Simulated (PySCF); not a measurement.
# Electron correlation in Be⁺ (beryllium, charge +1)

[He] 2s1, 2S determinant. Computed with PySCF 2.14 in aug-cc-pCVTZ-DK with one added diffuse shell each of s, p, d, f type (8s7p5d3f, 75 functions), with scalar relativity by spin-free X2C-1e. Frozen: nothing; 3 electrons correlated.

| level | correlation energy (mhartree) |
| --- | --- |
| CCSD | -43.22 |
| (T) | -0.02 |
| CCSD(T) | -43.24 |

Diagnostics: T1 = 0.0015, D1 = 0.0036, largest double amplitude 0.016.

Cost of the coupled-cluster step: of the order of 14 core-seconds, for 3 correlated electrons.
